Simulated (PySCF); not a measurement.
Isomers of C8H7F3.

All values: PBE0/pcSseg-1 (PySCF) at GFN2-xTB geometries, gas phase, one conformer each.

Problem. Rank by LUMO energy, highest first.
A. `C=C1C=C/C1=C(/C)C(F)(F)F`
B. `[F:1][CH2:2][c:3]1[cH:4][cH:5][c:6]([CH:7]([F:8])[F:9])[cH:10][cH:11]1` with F1–C2–C3–C4 173°, C5–C6–C7–F8 29°
C. `[F:1][C:2]([F:3])([F:4])[CH2:5][CH:6]=[C:7]1[CH:8]=[CH:9][CH:10]=[CH:11]1` with C2–C5–C6–C7 -120°

Solution. B (-0.83 eV), A (-1.34 eV), C (-2.18 eV).

All values together:

```
                  SMILES  μ (D)  HOMO (eV)  LUMO (eV)  lowest IAO charge (e)  highest IAO charge (e)  lowest Hirshfeld charge (e)  highest Hirshfeld charge (e)
C=C1C=C/C1=C(/C)C(F)(F)F   2.70      -7.07      -1.34             -0.423 (C)              +0.799 (C)                   -0.122 (C)                    +0.257 (C)
     Cc1ccc(C(F)(F)F)cc1   3.54      -7.60      -0.86             -0.427 (C)              +0.802 (C)                   -0.113 (C)                    +0.258 (C)
    FC(F)(F)CC=C1C=CC=C1   1.88      -6.60      -2.18             -0.311 (C)              +0.813 (C)                   -0.099 (F)                    +0.263 (C)
       FCc1ccc(C(F)F)cc1   2.27      -7.57      -0.83             -0.321 (F)              +0.446 (C)                   -0.105 (F)                    +0.149 (C)
```

Conformers: `[F:1][C:2]([F:3])([F:4])[CH2:5][CH:6]=[C:7]1[CH:8]=[CH:9][CH:10]=[CH:11]1` with C2–C5–C6–C7 -120°; `[F:1][CH2:2][c:3]1[cH:4][cH:5][c:6]([CH:7]([F:8])[F:9])[cH:10][cH:11]1` with F1–C2–C3–C4 173°, C5–C6–C7–F8 29°.
